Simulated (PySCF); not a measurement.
Species: C₅H₅NO₃.
Bonds: N1–C2 (triple), C2–C3, C3–C4, C4–O5, O5–C6, C6–O7 (double), C6–O8, O8–C9, C3–C9. Hydrogens: H10 on C3; H11, H12 on C4; H13, H14 on C9.

Definitions: NICS(0) = −σiso at the ring centroid; NICS(1) = −σiso and NICS(1)zz = −σzz at ±1 Å along the ring normal z. Level: GIAO PBE0/pcSseg-1 (PySCF, non-relativistic, gas phase) on the GFN2-xTB geometry, one conformer.

Ring bond lengths (Å), with Mayer bond orders in brackets: C3–C4 1.532 (0.99), C4–O5 1.418 (0.85), O5–C6 1.341 (1.06), C6–O8 1.341 (1.06), O8–C9 1.418 (0.85), C9–C3 1.532 (0.99).

Task: What do the NICS probes read (ppm)?

Result: 
| ring | type | NICS(0) | NICS(1), two faces | NICS(1)zz, two faces | rms pucker (Å) | centre to ring atoms, mean (Å) |
| --- | --- | --- | --- | --- | --- | --- |
| C3–C4–O5–C6–O8–C9 | 6-membered ring with 2 O; formal bonds all single | -3.5 | -1.4 / -3.2 | 1.1 / 0.0 | 0.20 | 1.40 |

Task: What do they say, and how far can they be read as aromaticity?

Result: 
- C3–C4–O5–C6–O8–C9: mean NICS(1)zz 0.6 ppm, near zero. C3, C4, C9 have four or more neighbours; no verdict on aromaticity is drawn.
